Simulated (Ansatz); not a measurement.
Born–Oppenheimer molecular dynamics of Cl$_{3}$H$_{2}$HfO (7 atoms, charge 0, multiplicity 2). It starts at the highest image of a converged band. Of that band: Neighbouring images differ by up to 1.7 eV, so the band resolves the path poorly. A vibrational analysis at the climbing image gives one clearly imaginary mode, 3600i cm⁻¹: a first-order saddle point.

Method: UHF/def2-SVP (Ansatz 0.2.0).

```
ensemble                      : NVE (velocity Verlet)
time step                     : 0.5 fs
steps asked                   : 144
starting velocities drawn for : 300 K
seed                          : 6715
```

First frame:

```xyz
7
Properties=species:S:1:pos:R:3
Hf -0.297 -0.189 0.103
Cl -0.377 -0.184 2.599
Cl 2.091 0.128 0.089
O -1.249 1.324 -0.547
H -1.663 2.084 -0.916
Cl -0.967 -2.216 -0.962
H 0.743 0.145 3.564
```

(1) How far do the bonds stretch over the last three quarters of this one trajectory? (Pairs bonded in most of those frames.)

## Answers

(1) 
```json
{"bond": "Hf1–Cl2", "mean (Å)": "2.346", "spread (Å)": "0.099", "shortest": "2.24", "longest": "2.53"}
{"bond": "Hf1–Cl3", "mean (Å)": "2.364", "spread (Å)": "0.051", "shortest": "2.31", "longest": "2.45"}
{"bond": "Hf1–O4", "mean (Å)": "1.900", "spread (Å)": "0.005", "shortest": "1.89", "longest": "1.91"}
{"bond": "Hf1–Cl6", "mean (Å)": "2.371", "spread (Å)": "0.019", "shortest": "2.35", "longest": "2.40"}
{"bond": "O4–H5", "mean (Å)": "0.944", "spread (Å)": "0.018", "shortest": "0.92", "longest": "0.97"}
```

Mean temperature of the second half: 2806 K. The conserved energy stayed within 0.18 meV per atom of its start (net change 0.1 meV per atom), so the integration is sound. The kinetic energy rose, since the run started high on the potential surface and went downhill. It ends in pieces (Cl3HHfO + H), so much of that is their flight and rotation, not heat. A run of 0.072 ps of so small a system gives no equilibrium averages.

Time of the run: 6.1 min on 4 threads of Intel(R) Xeon(R) Platinum 8259CL CPU @ 2.50GHz (Skylake/Cascade Lake) (shared host), peak memory 0.37 GiB.
